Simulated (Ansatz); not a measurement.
## Energy profile

The step: AlHOF₂ ([OH][Al]([F])[F]) + H₂ → AlHF₂ ([F][AlH][F]) + H₂O (still joined by a long Al–O bond); bonds formed: Al1–H6, O2–H5; bonds broken: H5–H6; bonds weakened to dative contacts: Al1–O2 (atoms numbered as in the saddle structure below).

```xyz
7
angstrom
Al -0.6405 -0.0908 -0.2832
O 1.0059 0.6308 -0.0342
F -0.5943 -1.4791 -1.1616
F -1.8644 0.9788 -0.4872
H 0.5818 0.0809 0.9889
H -0.2920 -0.3775 1.3984
H 1.8036 0.2569 -0.4211
```

Electronic energies by CCSD(T) at an estimated basis limit (MP2 extrapolated from triple and quadruple zeta, plus CCSD(T) − MP2 in triple zeta), on PBE0-D4/def2-TZVP structures; AlH$_{3}$OF$_{2}$, singlet; no counterpoise correction. Computed with Ansatz 0.2.0 (basis: def2-TZVPP and def2-QZVPP); correlated methods freeze the cores. Extrapolation: Hartree–Fock as exp(−7.88 √X), correlation as X^−2.97.

(1) Give the profile in kJ/mol, counted from the separated reactants. (An estimate is asked for; the value comes from the calculation.)

T1 diagnostic: at most 0.013.

Results:

(1) The calculation gives:
```
                                                                                                        point  kJ/mol
separated: AlHOF$_{2}$ (linked as [OH][Al]([F])[F]; Al1, O2, F3, F4, H7; singlet) + H$_{2}$ (H5, H6; singlet)     0.0
                                                                                              start structure   -14.8
                                                                                                       saddle    90.5
                                                                                                end structure     1.7
     separated: AlHF$_{2}$ (linked as [F][AlH][F]; Al1, F3, F4, H6; singlet) + H$_{2}$O (O2, H5, H7; singlet)   107.7
```

For scale, one of the runs: CCSD(T)/def2-TZVPP, 177 basis functions (an equivalent command: `ansatz run in.yaml --threads 2`). Hardware: 2 CPU threads, shared host. Wall time 30 s; peak host memory 1.8 GiB.
